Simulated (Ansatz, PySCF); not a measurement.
Members of the series SiXY, Y = H; each row names its spin state. All species are isolated molecules in the gas phase. One relaxed conformer stands for each flexible species; it need not be the lowest. Strings in code marks are SMILES.

Quantity: adiabatic spin-state energy, in kJ/mol. HF references are unrestricted for open shells and restricted for singlets. The restricted reference of `C[SiH]`, `O[SiH]` and `[C-]#[N+][SiH]` is unstable towards unrestricted orbitals.

Level 1: composite: frozen-core CCSD(T) with HF/cc-pVQZ and the correlation energy extrapolated as X^-3 from cc-pVTZ and cc-pVQZ, plus CCSDT(Q) minus CCSD(T) in cc-pVDZ // PBE0-D3(BJ)/def2-TZVP (Ansatz, a quantum-chemistry and plane-wave program)
Level 2: frozen-core CCSD(T)/cc-pVQZ // PBE0-D3(BJ)/def2-TZVP (Ansatz)
Level 3: PBE-D3(BJ)/def2-TZVP // PBE0-D3(BJ)/def2-TZVP (PySCF)
Level 4: HF/6-31G* // PBE0-D3(BJ)/def2-TZVP (PySCF)

```tsv
species	level 1	level 2	level 3	level 4
`[C-]#[N+][SiH]`: multiplicity 3 minus multiplicity 1	133.9	133.1	112.5	69.4
`C[SiH]`: multiplicity 3 minus multiplicity 1	97.7	96.3	79.9	28.80
`O[SiH]`: multiplicity 3 minus multiplicity 1	166.4	165.4	147.8	101.5
```
